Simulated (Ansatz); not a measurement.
Geometry optimisation, DFT PBEsol, scalar-relativistic, plane waves, PAW in Ansatz 0.2.0.

Input file:

```yaml
crystal:
  lattice:
    - [5.105311, 0.0, 0.0]
    - [2.552655, 4.421329, 0.0]
    - [0.0, 0.0, 17.168469]
  atoms:
    - { symbol: Cu, position: [0.1666667, 0.1666667, 0.0582463] }
    - { symbol: Cu, position: [0.6666667, 0.1666667, 0.0582463] }
    - { symbol: Cu, position: [0.1666667, 0.6666667, 0.0582463] }
    - { symbol: Cu, position: [0.6666667, 0.6666667, 0.0582463] }
    - { symbol: Cu, position: [-0.1666667, 0.3333333, 0.1796453] }
    - { symbol: Cu, position: [0.3333333, 0.3333333, 0.1796453] }
    - { symbol: Cu, position: [-0.1666667, 0.8333333, 0.1796453] }
    - { symbol: Cu, position: [0.3333333, 0.8333333, 0.1796453] }
    - { symbol: Cu, position: [0.0, 0.0, 0.3010443] }
    - { symbol: Cu, position: [0.5, 0.0, 0.3010443] }
    - { symbol: Cu, position: [0.0, 0.5, 0.3010443] }
    - { symbol: Cu, position: [0.5, 0.5, 0.3010443] }
    - { symbol: Ca, position: [0.2271724, 0.0045416, 0.4717059] }
basis:
  ecutwfc: 420.0
kpoints:
  mp_grid: { grid: [4, 4, 1] }
hamiltonian:
  xc: pbesol
scf:
  occupations: { method: gaussian, width: 0.05 }
  lower_state_search: "off"
relax:
  f_tol: 0.03
  max_steps: 60
  adjacent_minimum: "off"
  constraints: [{ sites: [0, 1, 2, 3] }]
```

Launched with:

```bash
$ ansatz run input.yaml --threads 4 --pin off --max-ram 10240MiB --backend cpu --events-out ev --progress --plain --runs-dir out
```

Question: Where does it end, and by what steps?

Answer: The run converged. Limits of this set-up: coarse k mesh, thin slab, slab without dipole correction, a typed lattice constant that wasn't relaxed here. After 5 steps the energy has fallen by 0.600 eV; Ca13 moved furthest, 0.82 Å.

```tsv
step	energy less start (eV)	largest force component (eV/Å)	accepted
0	0.0000	1.216	yes
1	-0.2235	1.092	yes
2	-0.4101	0.736	yes
3	-0.5303	0.294	yes
4	-0.5959	0.057	yes
5	-0.5995	0.015	yes
```

```xyz
13
Lattice="5.1053 0.0000 0.0000 2.5527 4.4213 0.0000 0.0000 0.0000 17.1685" Properties=species:S:1:pos:R:3
Cu 1.276 0.737 1.000
Cu 3.829 0.737 1.000
Cu 2.553 2.948 1.000
Cu 5.105 2.948 1.000
Cu -0.005 1.487 3.028
Cu 2.557 1.486 3.032
Cu 1.274 3.668 2.974
Cu 3.829 3.673 3.002
Cu -0.034 -0.018 4.945
Cu 2.583 -0.018 4.959
Cu 1.276 2.195 5.109
Cu 3.829 2.208 5.149
Ca 1.238 0.080 7.279
```

Whether the end is a true minimum wasn't checked by a vibrational analysis.

Time of the run: 46 s on 4 threads of Intel(R) Xeon(R) Platinum 8559C (Emerald Rapids) (shared host), peak memory 1.5 GiB.
